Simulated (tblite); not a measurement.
Species: C₇H₇NO.
Bonds: C1–C2, C2–O3 (double), C2–C4, C4–C5 (aromatic), C5–C6 (aromatic), C6–C7 (aromatic), C7–C8 (aromatic), C8–N9 (aromatic), C4–N9 (aromatic). Hydrogens: H10, H11, H12 on C1; H13 on C5; H14 on C6; H15 on C7; H16 on C8.

Computed with GFN2-xTB (tblite), gas phase: L-BFGS steps from a force-field or distance-geometry start until the largest atomic force falls under 0.01 eV/Å.

Step 1: E = -694.3490 eV
```
atom  x, y, z in Å  |  force x, y, z in eV/Å
C1     -2.5393    0.8175    0.3895   -0.072  -0.080  -0.030
C2     -1.7351   -0.3987   -0.0110    0.588   1.441   0.468
O3     -2.2374   -1.4511   -0.2604   -0.465  -1.149  -0.320
C4     -0.2423   -0.2101   -0.0543    0.146  -0.458  -0.058
C5      0.5548   -1.3169   -0.3996   -0.056   0.384   0.018
C6      1.9288   -1.1400   -0.4464    0.135   0.037   0.029
C7      2.4636    0.1045   -0.1345   -0.199   0.089   0.070
C8      1.5815    1.1313    0.2170    0.411  -0.149  -0.063
N9      0.2759    0.9777    0.2553   -0.272  -0.056  -0.055
H10    -3.5952    0.5595    0.3894   -0.053  -0.057  -0.026
H11    -2.2671    1.1451    1.3945    0.160   0.027  -0.258
H12    -2.3787    1.6262   -0.3243    0.162  -0.056   0.201
H13     0.1002   -2.2725   -0.6345   -0.009   0.222   0.065
H14     2.5811   -1.9630   -0.7184   -0.081   0.092   0.035
H15     3.5329    0.2811   -0.1504   -0.176  -0.044  -0.021
H16     1.9689    2.1184    0.4766   -0.216  -0.243  -0.056
```

Step 2: E = -694.3690 eV
```
atom  x, y, z in Å  |  force x, y, z in eV/Å
C1     -2.5421    0.8165    0.3891    0.069  -0.004  -0.008
C2     -1.7300   -0.3870   -0.0066   -0.140  -0.263   0.026
O3     -2.2409   -1.4600   -0.2631    0.260   0.390   0.057
C4     -0.2404   -0.2125   -0.0540   -0.009  -0.293  -0.016
C5      0.5552   -1.3129   -0.3997    0.032   0.115  -0.039
C6      1.9308   -1.1396   -0.4460   -0.018   0.065   0.036
C7      2.4611    0.1048   -0.1338   -0.007   0.033   0.040
C8      1.5820    1.1293    0.2165    0.266  -0.069  -0.038
N9      0.2759    0.9751    0.2538   -0.202   0.059  -0.012
H10    -3.5946    0.5590    0.3890   -0.135  -0.092  -0.030
H11    -2.2650    1.1455    1.3914    0.139   0.044  -0.201
H12    -2.3766    1.6256   -0.3217    0.139  -0.023   0.164
H13     0.1000   -2.2697   -0.6337    0.003   0.244   0.066
H14     2.5797   -1.9614   -0.7178   -0.028   0.031   0.015
H15     3.5309    0.2805   -0.1507   -0.176  -0.034  -0.014
H16     1.9665    2.1159    0.4760   -0.192  -0.201  -0.047
```

**Question.** Estimate the geometry and energy of step 3. (The exact step hangs on the optimiser's Hessian estimate; all steps are aligned on step 2, rigid shifts and turns removed.)

**Answer.** E = -694.3757 eV, largest force 0.213 eV/Å
```
atom  x, y, z in Å  |  force x, y, z in eV/Å
C1     -2.5417    0.8162    0.3889   -0.006  -0.044  -0.014
C2     -1.7305   -0.3873   -0.0051   -0.019  -0.111   0.033
O3     -2.2384   -1.4573   -0.2631    0.113   0.145   0.009
C4     -0.2401   -0.2172   -0.0542   -0.043   0.093   0.080
C5      0.5556   -1.3104   -0.4002    0.108  -0.038  -0.063
C6      1.9310   -1.1386   -0.4454   -0.028   0.037   0.020
C7      2.4604    0.1054   -0.1331    0.047  -0.050   0.010
C8      1.5861    1.1279    0.2159   -0.202  -0.067  -0.013
N9      0.2729    0.9754    0.2533    0.066  -0.063  -0.048
H10    -3.5964    0.5576    0.3885   -0.058  -0.065  -0.027
H11    -2.2626    1.1462    1.3880    0.139   0.054  -0.126
H12    -2.3742    1.6252   -0.3190    0.134   0.008   0.111
H13     0.1000   -2.2658   -0.6326   -0.007   0.188   0.048
H14     2.5790   -1.9607   -0.7175   -0.023   0.028   0.014
H15     3.5280    0.2799   -0.1510   -0.094  -0.021  -0.011
H16     1.9634    2.1125    0.4752   -0.126  -0.093  -0.022
```

The energy changes by -0.0067 eV. The first-order estimate −F·Δx gives -0.0107 eV and the mean of the old and new forces, exact on a quadratic surface, -0.0068 eV. The step makes an angle of 24° with the force vector and moves no atom by more than 0.005 Å.

What follows is the cost of the whole relaxation. On one thread of an Arm Neoverse V1 (shared host), this took 0.18 s wall.
